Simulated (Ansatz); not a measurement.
Ansatz (a program for electronic structure) input:

Ansatz 0.2 input:
```yaml
crystal:
  periodic: [false, false, false]
  atoms:
    - {symbol: C, position_ang: [2.84214717, 0.33780491, 0.55367020]}
    - {symbol: C, position_ang: [1.51447254, 0.73552843, -0.08233394]}
    - {symbol: C, position_ang: [0.56585558, -0.46021559, -0.25395372]}
    - {symbol: C, position_ang: [-0.71812099, -0.10937590, -0.87099851]}
    - {symbol: C, position_ang: [-1.99690962, -0.05272346, -0.60275833]}
    - {symbol: C, position_ang: [-2.63852715, -0.43867608, 0.71143765]}
    - {symbol: H, position_ang: [3.50103613, 1.20030562, 0.66657128]}
    - {symbol: H, position_ang: [2.69090078, -0.09754600, 1.54450717]}
    - {symbol: H, position_ang: [3.36484245, -0.40301356, -0.05628063]}
    - {symbol: H, position_ang: [1.01758411, 1.49449296, 0.52730451]}
    - {symbol: H, position_ang: [1.68829970, 1.19111952, -1.06020557]}
    - {symbol: H, position_ang: [0.38333392, -0.91910422, 0.73136598]}
    - {symbol: H, position_ang: [1.06506807, -1.22988298, -0.85341805]}
    - {symbol: H, position_ang: [-2.68283456, 0.29717892, -1.37329199]}
    - {symbol: H, position_ang: [-1.89970165, -0.77838840, 1.43685697]}
    - {symbol: H, position_ang: [-3.17483869, 0.41105515, 1.14204598]}
    - {symbol: H, position_ang: [-3.36719558, -1.24027097, 0.56416405]}
basis:
  gaussian:
    orbitals: def2-TZVP
hamiltonian:
  xc: b3lyp
  dispersion: d3bj
magnetization: {spin_polarized: true, initial_magnetization: 1}
phonons: {temperatures: {t_min: 298.15, t_max: 298.15, t_step: 100}}
```

Q: Predict the final energy.

A: -235.28556 Eh (B3LYP-D3(BJ)/def2-TZVP). The basis has 252 functions.

It need not be the lowest isomer of its formula.
